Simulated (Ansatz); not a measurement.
Diatomic CuSn, multiplicity 2 (lowest of 2S+1 = 2, 4 at PBE0/def2-TZVPP; our sources give no spin for the ground state, which may be another). No spin–orbit coupling. Cu is treated without relativity.

The constants come from a fifth-degree fit in 1/R (seven points, main isotopes). Runs in def2 and cc sets follow the lowest solution found near the PBE0 minimum.

The values were computed with Ansatz (Gaussian basis) for Hartree–Fock, density functionals and correlated methods. Values without a source in brackets are computed. In def2 rows elements past Kr take small-core potentials, without spin–orbit coupling.

Problem. What bond length and harmonic frequency does B97M-V/def2-TZVPP give?

Solution. r_e = 2.495 Å, ω_e = 204 cm⁻¹.

Problem. What bond length and harmonic frequency does B3LYP/def2-TZVPP give?

Solution. r_e = 2.506 Å, ω_e = 201 cm⁻¹.

Problem. What bond length and harmonic frequency does wB97X-V/def2-TZVPP give?

Solution. r_e = 2.488 Å, ω_e = 211 cm⁻¹.

Ansatz is a first-principles code.
